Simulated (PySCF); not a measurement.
Mayer bond orders and bond lengths

Species: C6H13NOSi.
Atom-mapped SMILES: `[H]/[N:9]=[CH:8]/[C:5]([SiH2:4][C:2]([CH3:1])=[O:3])([CH3:6])[CH3:7]` (hydrogens: H10, H11, H12 on C1; H13, H14 on Si4; H15, H16, H17 on C6; H18, H19, H20 on C7; H21 on C8; H22 on N9)

Geometry (GFN2-xTB, Å), atoms numbered from 1 in this order:
```
atom  x, y, z in Å
C1     2.906    1.236    0.690
C2     1.882    0.137    0.700
O3     1.752   -0.609    1.646
Si4    0.779   -0.033   -0.862
C5    -1.001   -0.459   -0.293
C6    -1.081   -1.781    0.469
C7    -1.991   -0.476   -1.458
C8    -1.338    0.669    0.612
N9    -0.498    1.604    0.658
H10    3.494    1.241    1.605
H11    2.387    2.184    0.574
H12    3.553    1.102   -0.174
H13    0.857    1.159   -1.699
H14    1.278   -1.191   -1.628
H15   -2.082   -1.939    0.872
H16   -0.369   -1.790    1.290
H17   -0.849   -2.607   -0.199
H18   -1.741   -1.282   -2.143
H19   -3.010   -0.633   -1.101
H20   -1.956    0.463   -2.006
H21   -2.276    0.638    1.178
H22   -0.704    2.391    1.270
```

Bond orders from the PBE0/pcSseg-1 density (PySCF). Geometry: GFN2-xTB, one conformer, isolated molecule.

Problem. Where do the orders between heavy atoms depart from those drawn in the SMILES?

Solution. The largest departure is 0.198, at C2–Si4 (drawn single, 0.802). Drawn single, order below 0.88: C2–Si4 (0.802) and Si4–C5 (0.831).

Problem. Give the Mayer order of every bond, beside its length.

Solution. 
```
   bond  drawn as  length (Å)  Mayer order
  C1–C2    single       1.502        0.998
  C2–O3    double       1.211        1.915
 C2–Si4    single       1.920        0.802
 Si4–C5    single       1.916        0.831
  C5–C6    single       1.528        1.004
  C5–C7    single       1.529        1.016
  C5–C8    single       1.485        0.932
  C8–N9    double       1.257        1.944
 C1–H10    single       1.088        0.955
 C1–H11    single       1.087        0.939
 C1–H12    single       1.087        0.942
Si4–H13    single       1.459        0.944
Si4–H14    single       1.476        0.933
 C6–H15    single       1.091        0.958
 C6–H16    single       1.087        0.946
 C6–H17    single       1.088        0.961
 C7–H18    single       1.087        0.960
 C7–H19    single       1.091        0.960
 C7–H20    single       1.088        0.959
 C8–H21    single       1.096        0.947
 N9–H22    single       1.018        0.930
```

By pair of heavy elements: C–C: lowest C5–C8 (0.932, 1.485 Å), highest C5–C7 (1.016, 1.529 Å); in 3 of the 6 pairs the longer bond (by over 0.003 Å) has the higher order (by 0.02 or more). C–Si: lowest C2–Si4 (0.802, 1.920 Å), highest Si4–C5 (0.831, 1.916 Å).

Problem. Sum the orders of all bonds at each heavy atom with more than one neighbour and set the sums beside the valence in the SMILES.

Solution. C1 3.834 (drawn 4), C2 3.715 (drawn 4), Si4 3.510 (drawn 4), C5 3.783 (drawn 4), C6 3.869 (drawn 4), C7 3.895 (drawn 4), C8 3.823 (drawn 4), N9 2.874 (drawn 3). Orders between atoms that aren't bonded are not in these sums.

The Mayer order sums products of elements of PS (density times overlap matrix) between the two atoms' basis functions, so it depends on the basis set.
